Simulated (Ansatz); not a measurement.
The cluster Cu3Cl6⁺, relaxed as a singlet with RKS r2SCAN-D4/def2-SVP in Ansatz, starting from the GFN2-xTB geometry. Force threshold 0.02 eV/Å.

The restricted singlet is unstable towards broken spin symmetry at other levels; at r2SCAN-D4/def2-SVP this wasn't settled. In the singlet, Cl5 and Cl8 lie 2.05 Å apart (atoms count from 1), so these atoms are partly bonded to each other. The structure comes from a short search, and lower isomers may exist.

Start:

| atom | x (Å) | y (Å) | z (Å) |
| --- | --- | --- | --- |
| Cu1 | -0.449 | 0.539 | -0.140 |
| Cu2 | 3.240 | 0.561 | 1.301 |
| Cu3 | -1.986 | -2.542 | -2.235 |
| Cl4 | -2.791 | -4.373 | -2.729 |
| Cl5 | -2.085 | 2.190 | 0.681 |
| Cl6 | 5.247 | 0.130 | 1.471 |
| Cl7 | -1.116 | -0.722 | -1.738 |
| Cl8 | -1.275 | 3.216 | 2.218 |
| Cl9 | 1.214 | 1.002 | 1.170 |

**Question.** Estimate the energy that the relaxation releases and the steps that it takes.

**Answer.** 231.0 kJ/mol, in 49 steps; 7 min on 4 threads of Intel Xeon on a shared host. The force fell under the threshold at step 48, but the optimiser went on. No frequencies were taken in this run, so the end may be a saddle point.

**Question.** Does the start keep its bonding and symmetry?

**Answer.** Bonds formed: Cu1–Cl6, Cu2–Cl4, Cu3–Cl6 (atoms count from 1). Metal–metal contacts that move far: Cu2–Cu3 7.03 to 2.60 Å, Cu1–Cu3 4.03 to 2.66 Å, Cu1–Cu2 3.96 to 2.67 Å.

**Question.** Predict the relaxed structure.

**Answer.** 
```xyz
9

Cu    0.152    0.727   -0.169
Cu    0.865   -1.553    1.023
Cu    0.288   -1.565   -1.513
Cl    0.365   -3.360   -0.187
Cl   -1.577    2.337   -0.105
Cl    2.125   -0.409   -0.599
Cl   -0.734    0.270   -2.258
Cl   -1.729    3.258    1.724
Cl    0.244    0.295    2.083
```
Bond lengths (bridged metal pairs left out): 10 × Cl–Cu 2.22 to 2.36 Å; 1 × Cl–Cl 2.05 Å.
